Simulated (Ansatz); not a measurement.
Consider the formal exchange of groups at a B–C bond: `C#CB(C)C` + CH₄ → `CB(C)C` + `C#C`.

Program: Ansatz. Geometries: PBE0-D4/def2-TZVP. ΔE: electronic, gas phase. CCSD(T)/CBS adds triple-zeta CCSD(T) − MP2 to the extrapolated MP2 energy (def2 sets, frozen cores). This one scheme is used for every species. Functionals use def2-TZVPP. HSE06 is defined as in plane-wave codes.

```tsv
level	ΔE (kcal/mol)	difference from CCSD(T)/CBS
PBE-D4	15.4	1.6
revPBE-D4	15.4	1.6
r2SCAN0-D4	14.9	1.1
CAM-B3LYP-D4	14.4	0.6
B2PLYP	15.2	1.4
revPBE	15.7	1.9
r2SCAN	15.5	1.7
r2SCAN0	14.8	1.0
HSE06	14.8	1.0
LC-ωPBE	13.0	-0.8
RPA@PBE/def2-TZVPP	13.9	0.1
HF/def2-TZVPP	14.7	0.9
MP2/def2-TZVPP	14.8	1.0
MP2/def2-QZVPP	14.6	0.8
SCS-MP2/def2-QZVPP	14.5	0.7
MP2/CBS(def2)	14.6	0.8
CCSD(T)/CBS	13.8	0
```

Largest T1 diagnostic among the species: 0.013.

From BLYP to BHLYP (50 % exact exchange), in def2-TZVPP and without D4, ΔE moves by −1.2 kcal/mol. At CCSD(T), def2-SVP lies +0.7 kcal/mol from the extrapolated value and def2-TZVPP +0.2 kcal/mol.
